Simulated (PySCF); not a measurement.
Be(Cl)(OH) (BeClHO), SMILES [OH][Be][Cl]. The structure is a stationary point at PBE0-D3(BJ)/def2-TZVP. The values are those of a single conformer.

The numbers are results of PBE0-D3(BJ)/def2-TZVP (PySCF 2.14.0), not measurements.

Harmonic wavenumbers (cm⁻¹): 261, 289, 495, 526, 1411, 4027. Rotational constants (GHz): 1134, 3.968, 3.954; symmetry number 1.

**Question.** Work out the zero-point energy and the ideal-gas rigid-rotor harmonic-oscillator thermochemistry at 298.15 K and 1 atm.

**Answer.** ZPE = ½ Σ hcν = ½ × 7008 cm⁻¹ = 41.92 kJ/mol. H − E(el) = 55.37 kJ/mol. Entropy in J/(mol K): translation 160.11, rotation 85.48, vibration 18.49, total 264.08. G − E(el) = -23.37 kJ/mol. Cp = 58.33 J/(mol K).
